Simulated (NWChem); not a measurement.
System: GeH₂S, singlet; SMILES [GeH][SH]

NWChem input:

```
start job
memory heap 200 mb stack 900 mb global 1100 mb
geometry units angstroms noautoz
  Ge     0.014492     0.783323     0.001785
  H     -1.591868     0.798152     0.002106
  S     -0.040967    -1.465694     0.002577
  H      1.297002    -1.664965     0.002440
end
basis spherical
  * library 6-31g*
end
dft
  xc b3lyp
  iterations 150
  vectors input atomic output neutral.movecs
end
task dft energy
charge 1
dft
  odft
  mult 2
  vectors input atomic output cation.movecs
end
task dft energy
```

Low-valent species are run as closed-shell singlets; no triplet was tried in these runs. Structure relaxed at the B3LYP/6-31G* (spherical d) level.

Ions are spin-unrestricted doublets at the neutral geometry; other ion states weren't tried.

Q: Give the results of this calculation. (B3LYP/6-31G* (spherical d), vertical spin-unrestricted ions.) Quantities: vertical ionisation energy, ΔSCF (eV); −ε(HOMO) (eV).

A: The vertical ionisation energy, ΔSCF (eV) is 9.35 and the −ε(HOMO) (eV) is 6.85.
